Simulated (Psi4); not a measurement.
C$_{2}$H$_{3}$O, doublet, at a GFN2-xTB geometry. Base run: B3LYP/6-31G run with Psi4.

Input for Psi4:
```
memory 2 GB

molecule {
0 2
O     1.10060237    0.24623812   -0.40163761
C     0.04080672    0.35782363    0.20588499
H    -0.13643991    1.23632292    0.85189864
C    -1.01342987   -0.57729769    0.14786655
H    -1.92306138   -0.43095485    0.70132559
H    -0.90957881   -1.45842865   -0.46263256
}

set {
  basis 6-31g
  reference uks
}

energy('b3lyp')
print_variables()
```

The base run was repeated with changes; each row names its change, and settings that it needs were set with it.

```csv
change,basis functions,E (Eh),dipole (D)
base,33,-153.12460,2.99
basis = cc-pVTZ-DK; relativity = none (with scf_type pk),132,-153.22962,2.89
basis = cc-pVDZ-DK; relativity = spin-free X2C (with scf_type pk),57,-153.26299,2.64
basis = cc-pVTZ-DK; relativity = spin-free X2C (with scf_type pk),132,-153.31666,2.89
basis = cc-pVDZ-DK; relativity = none (with scf_type pk),57,-153.17566,2.64
```

Total energies compare only within one method and basis.

Open shells are given as the SCF converged; they aren't shown to be the lowest states, and a large step between rows can be another state.

Basis sets contracted for a relativistic Hamiltonian are a mismatch without it, so the rows without relativity aren't non-relativistic limits. No row has spin-orbit coupling; sets with core potentials leave out the core electrons.
